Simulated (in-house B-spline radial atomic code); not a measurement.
The numbers below are computed, except where a source is named.
## In in an electron gas of r_s = 2.4: phase shifts, screening, friction and resistivity

A nucleus sits in a uniform electron gas with a rigid positive background. The Kohn-Sham equations are solved self-consistently in the spin-unpolarised LDA (PW92), non-relativistic, on B-splines with outgoing waves at the boundary and partial waves to l = 8. The model has no lattice, no bands and no magnetic solution. Atomic units; δ_l are the phase shifts at the Fermi level, counted so that each bound state adds π, and good to about 0.0005.

The density parameter is r_s = 2.4 bohr, near that of the valence electrons of In (3 per atom, density 7.31 g/cm³, mass 114.82 u, which gives r_s = 2.41).

```csv
l,δ_l (rad)
0,13.1132
1,10.3510
2,6.4527
3,0.0636
4,0.0090
5,0.0012
6,0.0002
7,0.0001
8,0.0001
```

Bound levels below the band bottom (hartree): d -15.79, s -3.73, p -2.464, d -0.4041, s -0.04476 and deeper ones.

Problem. Check the Friedel sum rule, and say where the screening charge sits.

Solution. k_F = (9π/4)^(1/3)/r_s = 0.79965. The rule is Z = (2/π) Σ (2l + 1) δ_l. The terms are s 8.348, p 19.769, d 20.540, f 0.283 and 0.064 beyond, in all 49.004 against Z = 49. Bound states hold 10 s, 18 p, 20 d electrons, so the scattering states carry 1.00 in all; where a term is smaller than its bound count, the bound level has drawn weight out of the band.

Problem. Find the transport cross section and the electronic stopping of a 2 keV In ion (mass 114.82 u).

Solution. σ_tr = (4π/k_F²) Σ (l + 1) sin²(δ_l − δ_(l+1)). The terms for l = 0 to 3 are 0.1372, 0.9426, 0.0335, 0.0119, all together 1.1256, so σ_tr = 19.652 × 1.1256 = 22.120 bohr². With n = 3/(4π r_s³) = 0.01727, the friction coefficient is Q = n k_F σ_tr = 0.3055. For v well below v_F = 0.800, dE/dx = Q v; with 24801 eV per u at v = 1, v = √(2000/(24801 × 114.82)) = 0.0265, so dE/dx = 0.00810 hartree/bohr = 4.16 eV/nm. The largest term couples the p and d waves.

Problem. What residual resistivity would 1 atomic per cent of such centres give in In?

Solution. Δρ = k_F n_i σ_tr/n in atomic units of 21.74 μΩ·cm. With one host atom per 3 electrons, n_i/n = 0.01/3, so Δρ = 0.7996 × 0.00333 × 22.120 × 21.74 = 1.28 μΩ·cm. This is an atom added to the gas, as on an interstitial site.

Problem. On a substitutional site the background of one host ion, a sphere holding 3 charges, is taken out. The phase shifts for l = 0 to 4 become 12.7309, 9.6293, 6.1669, -0.0199, -0.0051. What follows?

Solution. The Friedel sum is now 46.00, for Z − 3 = 46. The sum in σ_tr is 0.2292, so σ_tr = 4.50 bohr² and Δρ = 0.26 μΩ·cm per atomic per cent, 0.20 times the value above. A real host ion scatters too, so this model doesn't give zero even for the host's own atom.
